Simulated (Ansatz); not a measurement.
Basis-set extrapolation for C10H14, SMILES `CC(C)Cc1ccccc1` (PBE0-D4/def2-TZVP geometry, frozen core, the Gaussian-basis code of Ansatz). Multiplicity 1, RHF reference.

```json
{"": "HF", "def2-TZVPP": "-386.981754", "def2-QZVPP": "-386.998583"}
{"": "MP2 correlation", "def2-TZVPP": "-1.652222", "def2-QZVPP": "-1.754901"}
{"": "CCSD(T) correlation", "def2-TZVPP": "-1.796521", "def2-QZVPP": "not run"}
```

Energies in hartree. Use E(X) = E(∞) + A·exp(−7.88·√X) for Hartree–Fock and E(X) = E(∞) + B·X^(−2.97) for correlation, with X = 3 and 4, and add CCSD(T) minus MP2 of the smaller set to the MP2 limit.

What is the CCSD(T) energy at the basis-set limit?

HF limit: -386.998583 + (-0.016829) × 0.13774 = -387.00090. MP2 limit: -1.754901 + (-0.102679) × 0.74074 = -1.83096. Higher-order term: -1.796521 − (-1.652222) = -0.14430. Total: -388.97616 hartree, 519.5 kJ/mol below CCSD(T)/def2-TZVPP.
